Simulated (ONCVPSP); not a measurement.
**Building the ONCV potential for aluminium (Al) (PBE, scalar-relativistic).**

```
Element                 : Al (Z = 13)
Generator               : ONCVPSP 4.0.1
Type                    : optimised norm-conserving Vanderbilt (ONCV)
Functional              : PBE
Relativity              : scalar-relativistic
Frozen core             : [Ne]
Valence charge          : 3
Reference configuration : 3s2 3p1
Partial waves           : 3s: rc 1.75 bohr, ncon 4, nbas 9, qcut 3.6 1/bohr, 2 projectors, debl 2.6 Ha; 3p: rc 2.15 bohr, ncon 3, nbas 7, qcut 4.4 1/bohr, 2 projectors, debl 2.5 Ha; d scattering state at 0.14 Ha: rc 1.75 bohr, ncon 4, nbas 8, qcut 5.4 1/bohr, 2 projectors, debl 0.3 Ha
Local potential         : polynomial inside 1.35 bohr (lpopt 3, dvloc0 3 Ha)
Core correction         : Teter function, fcfact 4, rcfact 1.7
```

(1) Estimate the cutoffs (Ha) at which the residual kinetic energy of the hardest occupied pseudo-wave falls to 1 and 0.1 mHa per electron.

(2) Does the potential have ghost states?

(3) Which valence shell sets the plane-wave cutoff?

(4) Tests: 3s2 3p0; 3s1 3p0; 3s2 3p0.5; 3s1 3p1. Which has the largest error in its energy relative to the reference configuration, and how large is it?

## Answers

(1) 5.5 Ha and 10 Ha. The cutoffs count occupied waves only; projector 2 of the s channel, the hardest unoccupied one, needs 24 Ha at the loose tolerance.

(2) No bound ghost flagged; no localised positive-energy state flagged.

(3) 3s: 5 Ha for 1 mHa per electron, against 2 Ha for 3p.

(4) 3s1 3p0, with -116 meV (all-electron minus pseudo) on +24.99 eV.
